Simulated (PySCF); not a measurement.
B3LYP has the VWN-RPA correlation part, as in Gaussian. Delta-SCF ions had no search for a lower state. 

Species: C3H6N2, SMILES `CN(C#N)C` (charge 0, multiplicity 1).

**Question.** Give the HOMO, LUMO and vertical ionisation energy (Delta-SCF) at the level PySCF with B3LYP-D3(BJ)/def2-TZVP.

**Answer.** 
| Item | Result |
|---|---|
| HOMO | -6.90 eV |
| LUMO | 0.36 eV |
| vertical ionisation energy (Delta-SCF) | 9.28 eV |
